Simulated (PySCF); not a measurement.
## Simulated characterisation data

Calculated, not measured (PySCF 2.14.0 with density-fitted response routines): PBE0/pcSseg-1 with gauge-including orbitals, geometry: GFN2-xTB. Gas phase, non-relativistic, fast rotation and ring inversion assumed for equivalent nuclei, one conformer.

Referencing at the same level of theory: 1H (31.72 ppm), 13C (186.93 ppm) against TMS. Splittings of carbon signals by F and P are missing where no couplings were computed. Where no couplings were computed, multiplicities follow the n + 1 count of equivalent neighbours, and m marks all less simple cases (inequivalent or close neighbours, rings, F or P nearby). Shifts are as computed. Against solution values, carbons near 30 ppm lie about +3 ppm off and those near 130 ppm about +5 ppm. Of 1211 compounds with measured shifts, 218 miss one by over three times the rms of a fit or turn the order of signals round; such compounds aren't used in these exercises.

Compound 1 (C7H10Si). 1H NMR (600 MHz, computed): δ 6.24 (m, 1H), 4.83 (m, 1H), 4.48 (m, 1H), 2.31 (m, 1H), 2.28 (s, 3H), 1.35 (d, 3H). 13C{1H} NMR (computed): δ 160.9 (C), 143.8 (CH), 103.0 (C), 83.2 (C), 35.6 (CH), 19.8 (CH3), 6.1 (CH3). Structure: SMILES CC#CC1=C[SiH2][C@H]1C.

Compound 2 (C5H6FNSi). 1H NMR (600 MHz, computed): δ 6.74 (m, 1H), 6.29 (m, 1H), 6.10 (m, 1H), 5.84 (m, 1H), 5.71 (m, 2H). 13C{1H} NMR (computed): δ 166.7, 146.6, 136.6, 122.3, 118.2. Structure: `InChI=1S/C5H6FNSi/c1-2-5(8-6)3-4-7/h2-3H,1,8H2/b5-3-`.

Compound 3 (C6H7F3O2). 1H NMR (600 MHz, computed): δ 7.12 (d, 1H), 6.73 (m, 1H), 4.39 (m, 1H), 4.30 (m, 1H), 1.99 (s, 3H). 13C{1H} NMR (computed): δ 168.3, 142.4, 136.1, 129.9, 92.0, 23.4. Structure: SMILES C=C(C)O/C=C/OC(F)(F)F.
